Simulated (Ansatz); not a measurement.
`C#[C][Hf]([Cl])([Cl])[C]#C` and `C#[C][Hf]([F])([Cl])[Cl]` differ in one atom or group.

Ansatz, PBE0-D4/def2-TZVP geometries, multiplicity 1. 

Elements past krypton have def2 core potentials.

```
                                      property  `C#[C][Hf]([Cl])([Cl])[C]#C`
           HOMO energy (B3LYP/def2-TZVPP) / eV                         -8.22
            HOMO energy (PBE0/def2-TZVPP) / eV                         -8.48
         HOMO energy (ωB97M-V/def2-TZVPP) / eV                        -10.68
             LUMO energy (PBE/def2-TZVPP) / eV                         -3.31
             HOMO energy (PBE/def2-TZVPP) / eV                         -7.30
zero-point energy (PBE0-D4/def2-TZVP) / kJ/mol                         100.8
```

Question: Give the same properties after the change, and the shifts. (Estimate.)

Answer: Ansatz gave: 
| property | `C#[C][Hf]([F])([Cl])[Cl]` | shift |
| --- | --- | --- |
| HOMO energy (B3LYP/def2-TZVPP) / eV | -8.49 | -0.27 |
| HOMO energy (PBE0/def2-TZVPP) / eV | -8.76 | -0.28 |
| HOMO energy (ωB97M-V/def2-TZVPP) / eV | -10.97 | -0.29 |
| LUMO energy (PBE/def2-TZVPP) / eV | -3.08 | 0.23 |
| HOMO energy (PBE/def2-TZVPP) / eV | -7.55 | -0.25 |
| zero-point energy (PBE0-D4/def2-TZVP) / kJ/mol | 59.0 | -41.8 |

With PBE0 the HOMO falls by 0.28 eV and the LUMO rises by 0.24 eV, so the gap widens by about 0.52 eV. PBE moves the HOMO by -0.25 eV and ωB97M-V by -0.29 eV. The zero-point energy changes by -41.8 kJ/mol with -6 modes.

B3LYP here is the variant with VWN-RPA as its local correlation; programs differ in this.
